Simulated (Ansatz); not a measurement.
Geometry optimisation, RKS revPBE-D4/def2-SVP in Ansatz 0.2.0.

input.yaml

```yaml
crystal:
  periodic: [false, false, false]
  atoms:
    - { symbol: Sn, position_ang: [0.438134, 0.337075, -0.318073] }
    - { symbol: H, position_ang: [-0.79574, 0.178168, 2.346862] }
    - { symbol: H, position_ang: [1.533813, 0.249482, -1.654881] }
    - { symbol: Cl, position_ang: [-1.402896, 1.685254, -1.040523] }
    - { symbol: H, position_ang: [-0.165735, -1.137566, 0.314456] }
    - { symbol: O, position_ang: [1.353978, 1.303199, 1.149216] }
    - { symbol: H, position_ang: [1.878982, 2.055375, 0.802293] }
    - { symbol: H, position_ang: [-0.248537, 0.621913, 2.498749] }
basis:
  gaussian: { orbitals: def2-SVP }
hamiltonian:
  xc: revpbe
  dispersion: d4
relax:
  f_tol: 0.03
  max_steps: 50
```

Command:

```bash
$ ansatz run input.yaml --threads 1 --pin off --max-ram 2048MiB --backend cpu --events-out ev --progress --plain --runs-dir out
```

Question: Where does it end, and by what steps?

Answer: It converged. The force dipped under the threshold on the way, but the program's further checks kept it going. After 25 steps the energy has fallen by 0.172 eV; H2 moved furthest, 1.57 Å.

| step | energy less start (eV) | largest force component (eV/Å) | accepted |
| --- | --- | --- | --- |
| 0 | 0.0000 | 1.467 | yes |
| 1 | -0.1034 | 0.183 | yes |
| 2 | -0.1339 | 0.229 | yes |
| 3 | -0.1445 | 0.138 | yes |
| 4 | -0.1434 | 0.344 | no |
| 5 | -0.1518 | 0.123 | yes |
| 6 | -0.1547 | 0.088 | yes |
| 7 | -0.1562 | 0.297 | yes |
| 8 | -0.1591 | 0.135 | yes |
| 9 | -0.1615 | 0.049 | yes |
| 10 | -0.1615 | 0.341 | no |
| 11 | -0.1636 | 0.040 | yes |
| 12 | -0.1637 | 0.165 | yes |
| 13 | -0.1649 | 0.192 | yes |
| 14 | -0.1662 | 0.077 | yes |
| 15 | -0.1675 | 0.015 | yes |
| 16 | -0.1692 | 0.071 | yes |
| 17 | -0.1696 | 0.156 | yes |
| 18 | -0.1705 | 0.080 | yes |
| 19 | -0.1711 | 0.013 | yes |
| 20 | -0.1715 | 0.022 | yes |
| 21 | -0.1712 | 0.148 | no |
| 22 | -0.1719 | 0.064 | yes |
| 23 | -0.1720 | 0.078 | yes |
| 24 | -0.1722 | 0.045 | yes |
| 25 | -0.1723 | 0.013 | yes |

```xyz
8
Properties=species:S:1:pos:R:3
Sn 0.564 0.252 -0.820
H -0.677 0.849 3.762
H 1.866 0.555 -1.918
Cl -1.241 1.637 -1.533
H 0.007 -1.362 -0.633
O 1.063 0.808 1.050
H 1.283 1.761 1.078
H -0.272 0.791 3.112
```

Whether the end is a true minimum wasn't checked by a vibrational analysis.

Time of the run: 60 s on 1 thread of Arm Neoverse V2 (shared host), peak memory 0.13 GiB.
